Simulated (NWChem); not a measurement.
Molecule: C₂H₅NOSi; SMILES O=C/C=N/[SiH3]

```xyz
10

O      0.2492     2.9319     0.3173
C     -0.3194     1.9335    -0.0691
C      0.2244     0.5517     0.1639
N     -0.4198    -0.4558    -0.2666
Si     0.0870    -2.1333    -0.0723
H     -1.2806     1.9560    -0.6223
H      1.1803     0.5224     0.7136
H     -0.9888    -2.8378     0.6669
H      1.3785    -2.2657     0.6652
H      0.2212    -2.7152    -1.4302
```
Atoms are numbered in this order, from 1.

Results from NWChem. Pople sets run with spherical d functions. Coordinates come from a B3LYP/6-31G* (spherical d) optimisation. Core excitations by TDA in a window of 1s orbitals, non-relativistic and unshifted: absolute energies depend strongly on the exact-exchange share.

Question: What does the run give for N K edge, B3LYP/6-311G**? Quantities: first 1s excitation (eV); dipole oscillator strength of the first; first state with f > 0.002 (eV); dipole oscillator strength of that state.

Answer: 
```json
{
  "first 1s excitation (eV)": "384.9",
  "dipole_oscillator_strength_of_the_first": "0.0360",
  "first state with f > 0.002 (eV)": "384.9",
  "dipole_oscillator_strength_of_that_state": "0.0360"
}
```
